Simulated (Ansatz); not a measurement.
`O[Si](F)([SiH3])I` + HCl → `O[Si](F)([SiH3])Cl` + HI at 500 K and 1 bar (ligand exchange at the Si–I bond).

Isolated molecules relaxed with PBE0-D4/def2-TZVP in Ansatz; ΔE leaves out vibrations. CCSD(T)/CBS adds triple-zeta CCSD(T) − MP2 to the extrapolated MP2 energy (def2 sets, frozen cores). This one scheme is used for every species. def2 core potentials past Kr. For I outer-core shells are correlated without core-valence functions, which leaves a few kJ/mol of doubt a bond. One conformer a species, not always the lowest.

| species | CCSD(T)/CBS energy (Eh) | H − E (kJ/mol) | S (J/(mol·K)) |
| --- | --- | --- | --- |
| `O[Si](F)([SiH3])I` | -1053.12978 | 166.7 | 462.6 |
| HCl | -460.38127 | 32.5 | 201.9 |
| `O[Si](F)([SiH3])Cl` | -1215.48049 | 167.4 | 441.4 |
| HI | -298.03592 | 28.6 | 221.6 |

H − E and S are ideal-gas, rigid-rotor, harmonic terms from PBE0-D4/def2-TZVP, for one conformer and one mirror image of each species. 1 Eh = 2625.50 kJ/mol, R = 8.31446 J/(mol·K).

**Question.** By hand: ΔE, ΔH, ΔS and ΔG.

**Answer.** ΔE = (-1215.48049) + (-298.03592) − (-1053.12978) − (-460.38127) = -0.00536 Eh = -14.1 kJ/mol. Δ(H − E) = 167.4 + 28.6 − 166.7 − 32.5 = -3.2, so ΔH = -17.3 kJ/mol. ΔS = 441.4 + 221.6 − 462.6 − 201.9 = -1.5 J/(mol·K). ΔG = -17.3 − 500 × (-1.5)/1000 = -16.6 kJ/mol.

**Question.** By hand: the equilibrium constant, and the temperature at which ΔG would vanish if ΔH and ΔS stayed fixed.

**Answer.** log₁₀ K = −ΔG/(RT ln 10) = 1.7. ΔG = 0 at ΔH/ΔS = 11533 K, far beyond where these terms or the molecules hold.

The number of gas molecules stays the same, so ΔS is small and ΔH decides. A doubt of 5 kJ/mol in ΔE shifts log₁₀ K by 0.5 here. Other conformers and mirror images would add mixing entropy, several J/(mol·K) or more a flexible species. These are equilibria of isolated gas molecules and say nothing of rates. Largest T1 diagnostic: 0.012 (customary marks: 0.02 for closed shells, 0.045 for open ones).
